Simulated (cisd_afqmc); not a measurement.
Input (X2C-AFQMC/CISD/cc-pwCVTZ-DK; cisd_afqmc is a phaseless AFQMC code with CISD trial states that reads the integrals written by Ansatz): The .json basis holds the Basis Set Exchange's core-valence set for the 3d metal and cc-pVXZ-DK of the same size for its partners.

Ansatz 0.2 input:
```python
import cisd_afqmc

open("ham.yaml", "w").write("""\
crystal:
  periodic: [false, false, false]
  atoms:
    - {symbol: Mn, position_ang: [0.00000000, 0.00000000, 0.00000000]}
basis:
  gaussian:
    orbitals: cc-pwCVTZ-DK.json
total_charge: 1
magnetization: {spin_polarized: true, initial_magnetization: 4}
correlation: {method: ccsd, frozen_orbitals: {Mn: 5}, hamiltonian_folder: ham}
scf: {lower_state_search: full}
""")
rep = cisd_afqmc.ansatz("ham.yaml")
e_ccsd = rep["correlation"]["coupled_cluster"]["energy"]["hartree"]
out = cisd_afqmc.run("ham", e_ccsd, trial="CISD", walkers=100, populations=8, threads=8, dt=0.005, steps=40, early=36, settle=10, least=32,
    cut=5e-5, rank_cut=2e-4, target=0.0003, seconds=3000, seed=4, memory=12960, gpu=False)
```

Output:

```
WARN ansatz::render: the results are in doubt because among natural orbitals the method converges to other amplitudes
orbitals 97, occupied [9, 5], factors 513 of 632, rank of the doubles 630 of 1252
E(HF) = -1157.124849
E(CCSD) on the cut factors = -1157.627131, shift to the whole factors -0.000012
Energy of the trial state on the determinant = -1157.627116
  tau behind 10.8 of longer steps, mean of the populations' last blocks
   2.0  -1157.64334
   4.0  -1157.64193
   6.0  -1157.64233
   8.0  -1157.64271
  10.0  -1157.64114
  12.0  -1157.64173
  14.0  -1157.64193
  16.0  -1157.64029
  18.0  -1157.63763
  20.0  -1157.63686
  22.0  -1157.63639
  24.0  -1157.63699
  26.0  -1157.63391
  28.0  -1157.63364
  30.0  -1157.63403
  32.0  -1157.63324
  34.0  -1157.63160
  36.0  -1157.63016
  38.0  -1157.63130
  40.0  -1157.63073
  42.0  -1157.63096
  44.0  -1157.62971
  46.0  -1157.63091
  48.0  -1157.63010
  50.0  -1157.62963
  52.0  -1157.62921
  54.0  -1157.63044
  56.0  -1157.62973
blocks 2189 (2 outliers left out), error by blocks joined: 1: 0.00014, 2: 0.00018, 4: 0.00024, 8: 0.00031, 16: 0.00043
E(AFQMC/CISD) = -1157.63476 +/- 0.00043
```

The determinant is spin-contaminated: <S^2> is 7.00, 1.00 over the pure value.

This quintet is an excited state, 0.9 eV above the septet at CCSD(T)/aug-cc-pwCVQZ-DK (Ansatz).

The two halves of the walk average -1157.63877 and -1157.63075 Eh, farther apart than the printed bar allows, so the bar may be too narrow.

The run carries these doubts: other amplitudes, halves differ.
